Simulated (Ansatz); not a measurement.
One change: `BC[SiH2]O` becomes `O[SiH2][CH2][GaH2]`.

Ansatz, PBE0-D4/def2-TZVP geometries, multiplicity 1. Each molecule was computed in one conformer, which needn't be the lowest.

Scalar relativity is left out up to krypton.

```csv
property,`BC[SiH2]O`
HOMO–LUMO gap (ωB97M-V/def2-TZVPP) / eV,11.28
LUMO energy (PBE0/def2-TZVPP) / eV,-1.43
HOMO–LUMO gap (PBE/def2-TZVPP) / eV,4.77
size of the dipole moment (ωB97M-V/def2-TZVPP) / D,1.77
size of the dipole moment (PBE/def2-TZVPP) / D,1.82
HOMO energy (PBE/def2-TZVPP) / eV,-7.16
```

**Question.** Give the same properties after the change, and the shifts. (Estimate.)

**Answer.** Computed: 
```
                                          property  `O[SiH2][CH2][GaH2]`  shift
           HOMO–LUMO gap (ωB97M-V/def2-TZVPP) / eV                 10.54  -0.74
                LUMO energy (PBE0/def2-TZVPP) / eV                 -0.67   0.76
               HOMO–LUMO gap (PBE/def2-TZVPP) / eV                  4.82   0.05
size of the dipole moment (ωB97M-V/def2-TZVPP) / D                  2.11   0.34
    size of the dipole moment (PBE/def2-TZVPP) / D                  2.01   0.19
                 HOMO energy (PBE/def2-TZVPP) / eV                 -6.32   0.84
```

With PBE0 the HOMO rises by 1.09 eV and the LUMO rises by 0.76 eV, so the gap narrows by about 0.33 eV. PBE moves the HOMO by 0.84 eV and ωB97M-V by 1.20 eV. Dipoles are sizes alone; their direction can turn.
